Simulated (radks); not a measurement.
Q: N+, 6 electrons, occupied as [He] 2s2 2p1 4f1 (not the ground configuration). All-electron calculation, non-relativistic Kohn-Sham, PBE, spin-polarised, spherical densities, point nucleus; open shells are filled with parallel spins first. Program: a radial shooting solver on a logarithmic mesh with Libxc functionals. Some entries of the table are withheld. Estimate them.

orbital,occ.,eigenvalue (hartree),r(max) (bohr),<1/r> (bohr^-1)
1s up,1,-15.44909,0.1485,(1)
1s down,1,-15.41878,0.1483,(2)
2s up,1,-1.71464,0.9537,(3)
2s down,1,-1.62851,0.9605,(4)
2p up,1,-1.28859,0.8567,1.149
2p down,0,-1.20217,0.8671,1.132
4f up,1,-0.09587,8.025,0.1279

A: 
(1) 1s up <1/r> (bohr^-1): 6.634
(2) 1s down <1/r> (bohr^-1): 6.642
(3) 2s up <1/r> (bohr^-1): 1.243
(4) 2s down <1/r> (bohr^-1): 1.226
